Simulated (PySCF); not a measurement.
This PySCF input asks for the NMR shieldings of `CC(C)OB(N)N`, C3H11BN2O; the geometry comes from GFN2-xTB.

```python
import basis_set_exchange as bse
import numpy as np
from pyscf import gto, dft
from pyscf.prop import nmr

atoms = """
C     2.025310    1.021347    0.511761
C     0.874124    0.315971   -0.206085
C     1.306003   -1.073405   -0.684028
O    -0.205559    0.222948    0.692065
B    -1.505871    0.003915    0.309070
N    -1.938011   -0.122518   -1.036148
N    -2.445824   -0.099049    1.358368
H     1.710050    2.007894    0.840535
H     2.319389    0.445256    1.385094
H     2.878275    1.123003   -0.154082
H     0.582153    0.920535   -1.081389
H     1.623938   -1.668656    0.168621
H     0.472258   -1.579498   -1.164015
H     2.130284   -0.991958   -1.388342
H    -2.908559   -0.193912   -1.276281
H    -1.348025    0.044982   -1.829113
H    -2.160671   -0.070939    2.318194
H    -3.418024   -0.299600    1.224117
"""
names = dict.fromkeys(["C", "O", "B", "N", "H"], "pcSseg-1")
basis = {el: gto.basis.parse(bse.get_basis(n, elements=[el], fmt="nwchem")) for el, n in names.items()}
mol = gto.M(atom=atoms, basis=basis, charge=0, verbose=0)
mf = dft.RKS(mol, xc="PBE0")
mf.grids.level = 2
mf.grids.alignment = dft.numint.BLKSIZE   # the property module wants whole blocks of grid points
mf.conv_tol = 1e-9
mf.kernel()

calc = nmr.RKS(mf)   # GIAO
C = mf.mo_coeff
Co = C[:, mf.mo_occ > 0]
resp = mf.gen_response(singlet=True, hermi=2)
def vind(x):   # induced exchange potential for any number of trial vectors
    d = np.einsum("pi,xij,qj->xpq", C, 2 * x.reshape(-1, C.shape[1], Co.shape[1]), Co, optimize=True)
    return np.einsum("xpq,pi,qj->xij", resp(d - d.transpose(0, 2, 1)), C, Co, optimize=True).ravel()
mo1, _ = nmr.rhf.solve_mo1(calc, with_cphf=vind)
sigma = calc.kernel(mo1)
for i, s in enumerate(sigma):   # ppm
    w = np.linalg.eigvalsh((s + s.T) / 2)
    print("%2d %-2s iso %8.1f  s11 %8.1f  s22 %8.1f  s33 %8.1f" % (i, mol.atom_pure_symbol(i), w.mean(), *w))
```

**Question.** What are the results?

**Answer.** 
```
 0 C  iso    159.6  s11    141.7  s22    150.5  s33    186.5
 1 C  iso    118.6  s11     91.4  s22    109.0  s33    155.3
 2 C  iso    160.8  s11    142.9  s22    153.2  s33    186.5
 3 O  iso    225.5  s11    156.8  s22    237.3  s33    282.5
 4 B  iso     80.4  s11     64.5  s22     79.1  s33     97.5
 5 N  iso    226.4  s11    199.4  s22    220.6  s33    259.1
 6 N  iso    221.2  s11    192.7  s22    202.5  s33    268.4
 7 H  iso     30.2  s11     26.1  s22     28.0  s33     36.4
 8 H  iso     30.4  s11     27.6  s22     28.7  s33     35.0
 9 H  iso     30.8  s11     26.6  s22     28.6  s33     37.1
10 H  iso     27.7  s11     24.4  s22     28.4  s33     30.4
11 H  iso     30.7  s11     28.1  s22     28.6  s33     35.4
12 H  iso     30.0  s11     24.9  s22     30.6  s33     34.6
13 H  iso     30.9  s11     26.9  s22     28.4  s33     37.3
14 H  iso     30.2  s11     23.6  s22     27.4  s33     39.7
15 H  iso     30.2  s11     23.1  s22     29.3  s33     38.3
16 H  iso     30.1  s11     23.3  s22     27.6  s33     39.3
17 H  iso     30.4  s11     23.8  s22     27.7  s33     39.7
```

These numbers come from an equivalent density-fitted implementation of the same equations, which agrees with the script to about 0.01 ppm for H and up to a few tenths of a ppm for heavy atoms, so last digits may differ.

Size and cost of the density-fitted run: 174 basis functions, 31 s wall time on 1 thread of an Arm Neoverse V1, shared host; peak memory 0.83 GiB.
